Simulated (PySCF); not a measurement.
# UHF on Ar⁺ (argon, charge +1)

Configuration: [Ne] 3s2 3p5, 2P determinant. Calculation: PySCF 2.14, in 6-31G* (4s3p1d, 18 functions); no relativity, point nucleus.

| Item | Value |
| --- | --- |
| Total energy | -526.233445 hartree |
| One-electron energy | -719.4035 hartree |
| Hartree (Coulomb) energy | 223.0200 hartree |
| Exchange energy | -29.8499 hartree |
| Kinetic energy | 526.26131 hartree |
| ⟨S²⟩ | 0.7551 |
| ⟨L²⟩ | 2.016 |
| Sum of ⟨r⟩ | 13.83 bohr |
| Sum of ⟨r²⟩ | 20.34 bohr² |
| Traceless quadrupole moment −½Σ⟨3z² − r²⟩ along its main axis | 1.22 e·bohr² |
| Density at the nucleus (Gaussians lack the cusp) | 3610 bohr⁻³ |
| Spin density at the nucleus | 0.217 bohr⁻³ |
| Langevin diamagnetic susceptibility | -16.1 ×10⁻⁶ cm³/mol |
| Time after the integrals | 0.1 s of wall time on 1 thread of Neoverse-N1 (shared host) |

```json
{"shell": "1s α", "electrons": "1", "mean orbital energy (hartree)": "-119.12684", "spread (hartree)": "0", "rms radius, mean of both spins (bohr)": "0.0998"}
{"shell": "1s β", "electrons": "1", "mean orbital energy (hartree)": "-119.11179", "spread (hartree)": "0", "rms radius, mean of both spins (bohr)": "0.0998"}
{"shell": "2s α", "electrons": "1", "mean orbital energy (hartree)": "-12.84023", "spread (hartree)": "0", "rms radius, mean of both spins (bohr)": "0.448"}
{"shell": "2s β", "electrons": "1", "mean orbital energy (hartree)": "-12.82591", "spread (hartree)": "0", "rms radius, mean of both spins (bohr)": "0.448"}
{"shell": "2p α", "electrons": "3", "mean orbital energy (hartree)": "-10.09465", "spread (hartree)": "0.03243", "rms radius, mean of both spins (bohr)": "0.417"}
{"shell": "2p β", "electrons": "3", "mean orbital energy (hartree)": "-10.06916", "spread (hartree)": "0.02187", "rms radius, mean of both spins (bohr)": "0.417"}
{"shell": "3s α", "electrons": "1", "mean orbital energy (hartree)": "-1.78432", "spread (hartree)": "0", "rms radius, mean of both spins (bohr)": "1.49"}
{"shell": "3s β", "electrons": "1", "mean orbital energy (hartree)": "-1.64332", "spread (hartree)": "0", "rms radius, mean of both spins (bohr)": "1.49"}
{"shell": "3p α", "electrons": "3", "mean orbital energy (hartree)": "-1.07124", "spread (hartree)": "0.08686", "rms radius, mean of both spins (bohr)": "1.70"}
{"shell": "3p β", "electrons": "2", "mean orbital energy (hartree)": "-1.01294", "spread (hartree)": "0", "rms radius, mean of both spins (bohr)": "1.70"}
```
